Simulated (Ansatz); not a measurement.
A structure relaxed at PBE/def2-SVP in Ansatz, charge 0, doublet:

Cartesian coordinates in Å:
```
Na 3.437 3.658 -0.140
Na -3.792 -0.182 2.029
Na 2.453 -2.352 1.199
Na -1.619 -3.578 -2.632
Na 1.497 -4.792 -4.031
Na 1.001 1.810 -1.793
Na -0.180 4.168 0.721
Na 4.131 -3.923 -1.521
Na -2.284 -3.568 1.026
Na -1.598 -0.158 -3.417
Na -2.617 2.026 -0.742
Na 1.931 3.840 3.580
Na -0.709 -0.768 0.141
Na 2.032 1.066 1.562
Na -4.171 -1.214 -1.315
Na 1.564 -1.732 -2.436
Na -3.785 3.632 2.214
Na -1.302 5.216 4.008
Na 4.206 0.101 -1.056
Na -0.970 1.597 3.107
Na 0.774 -4.852 -0.505
```

Give its formula.

the cluster Na₂₁.

Summarise the bond lengths by kind (pairs closer than 1.2 times the sum of covalent radii, bridged metal pairs left out).

64 × Na–Na 3.33 to 3.94 Å.

Another isomer (doublet) lies 0.28 eV lower at PBE0/def2-TZVP; other spin states weren't run for this one.
